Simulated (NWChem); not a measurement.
System: VH3O4; SMILES [O]=[V]([OH])([OH])[OH]

```xyz
8

V      0.0000     0.0000    -0.1010
O      0.0000     0.0000     1.4456
O     -0.8309     1.4318    -0.6729
H     -1.2046     2.0756    -0.0601
O     -0.8245    -1.4354    -0.6729
H     -1.1952    -2.0810    -0.0601
O      1.6554     0.0037    -0.6729
H      2.3998     0.0054    -0.0601
```
Atoms are numbered in this order, from 1.

Computed with NWChem. All runs use the structure optimised with PBE0/def2-SVP. Ions are spin-unrestricted doublets at the neutral geometry; other ion states weren't tried.

For level CAM-B3LYP/def2-SVP:

```
Property                               Result
-------------------------------------  ------
vertical ionisation energy, ΔSCF (eV)   11.26
−ε(HOMO) (eV)                           10.24
```

Q: What are these values for level PBE/def2-SVP?

A: 
- vertical ionisation energy, ΔSCF (eV) = 10.51
- −ε(HOMO) (eV) = 7.07
